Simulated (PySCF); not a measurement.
Potential energy curve for SiH (cation, charge +1), singlet.

Levels: UKS-PBE0 = unrestricted PBE0/cc-pVTZ in PySCF; UHF/cc-pVTZ (PySCF); RCCSD = PySCF 2.14.0 with CCSD on RHF/cc-pVTZ, 5 core orbitals frozen.

Energies are in kcal/mol, each relative to the lowest point of its own curve near equilibrium.

```json
[
 {"R / Å": "1.23", "UKS-PBE0": "24.8", "UHF": "22.6", "RCCSD": "23.3"},
 {"R / Å": "1.30", "UKS-PBE0": "12.8", "UHF": "11.0", "RCCSD": "11.6"},
 {"R / Å": "1.37", "UKS-PBE0": "5.4", "UHF": "4.1", "RCCSD": "4.6"},
 {"R / Å": "1.43", "UKS-PBE0": "1.8", "UHF": "1.0", "RCCSD": "1.3"},
 {"R / Å": "1.46", "UKS-PBE0": "0.8", "UHF": "0.2", "RCCSD": "0.5"},
 {"R / Å": "1.52", "UKS-PBE0": "0.0", "UHF": "0.0", "RCCSD": "0.0"},
 {"R / Å": "1.56", "UKS-PBE0": "0.2", "UHF": "0.6", "RCCSD": "0.4"},
 {"R / Å": "1.63", "UKS-PBE0": "1.8", "UHF": "3.0", "RCCSD": "2.3"},
 {"R / Å": "1.65", "UKS-PBE0": "2.5", "UHF": "3.9", "RCCSD": "3.1"},
 {"R / Å": "1.78", "UKS-PBE0": "8.7", "UHF": "11.5", "RCCSD": "9.7"},
 {"R / Å": "1.86", "UKS-PBE0": "13.6", "UHF": "17.3", "RCCSD": "14.7"},
 {"R / Å": "2.05", "UKS-PBE0": "26.8", "UHF": "32.6", "RCCSD": "27.6"},
 {"R / Å": "2.29", "UKS-PBE0": "43.9", "UHF": "44.7", "RCCSD": "43.3"},
 {"R / Å": "2.53", "UKS-PBE0": "57.7", "UHF": "50.1", "RCCSD": "56.4"},
 {"R / Å": "2.74", "UKS-PBE0": "64.3", "UHF": "52.4", "RCCSD": "65.1"},
 {"R / Å": "3.03", "UKS-PBE0": "69.1", "UHF": "53.9", "RCCSD": "73.3"},
 {"R / Å": "3.30", "UKS-PBE0": "71.1", "UHF": "54.5", "RCCSD": "77.8"},
 {"R / Å": "3.76", "UKS-PBE0": "72.7", "UHF": "55.0", "RCCSD": "81.5"},
 {"R / Å": "4.14", "UKS-PBE0": "73.4", "UHF": "55.2", "RCCSD": "82.8"},
 {"R / Å": "4.57", "UKS-PBE0": "73.8", "UHF": "55.3", "RCCSD": "83.4"},
 {"R / Å": "5.37", "UKS-PBE0": "74.1", "UHF": "55.4", "RCCSD": "83.8"},
 {"R / Å": "6.04", "UKS-PBE0": "74.2", "UHF": "55.4", "RCCSD": "83.9"}
]
```

At the longest distance, 6.04 Å, RCCSD lies highest above its minimum (83.9 kcal/mol) and UHF lowest (55.4 kcal/mol).

The unrestricted determinant behind UKS-PBE0 is spin-contaminated at 2.53 to 6.04 Å (<S²> up to 1.0, against 0.00 for a pure singlet). The unrestricted determinant behind UHF is spin-contaminated at 1.23 to 1.65, 2.05 to 6.04 Å (<S²> up to 1.0, against 0.00 for a pure singlet). The T1 diagnostic of CCSD on the restricted reference of RCCSD exceeds 0.045 at 3.03 to 6.04 Å.
